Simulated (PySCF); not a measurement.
C₃H₇N, SMILES C/C=N\C.

Geometry: r2SCAN-D4/def2-SVP. The structure was generated by enumeration; whether it is a known compound was not checked.

Calculation: M06-2X/def2-TZVP in PySCF.

Symmetry labels are those of the subgroup Cs that the program uses (full group Cs).

Computed valence orbital energies around the gap with their symmetry:
| orbital | symmetry | energy (eV) |
|---|---|---|
| HOMO−7 | A' | -14.96 |
| HOMO−6 | A' | -14.01 |
| HOMO−5 | A" | -13.80 |
| HOMO−4 | A" | -12.94 |
| HOMO−3 | A' | -12.33 |
| HOMO−2 | A' | -11.83 |
| HOMO−1 | A" | -9.41 |
| HOMO | A' | -8.36 |
| LUMO | A" | 1.17 |
| LUMO+1 | A' | 1.95 |
| LUMO+2 | A' | 2.85 |
| LUMO+3 | A' | 3.10 |
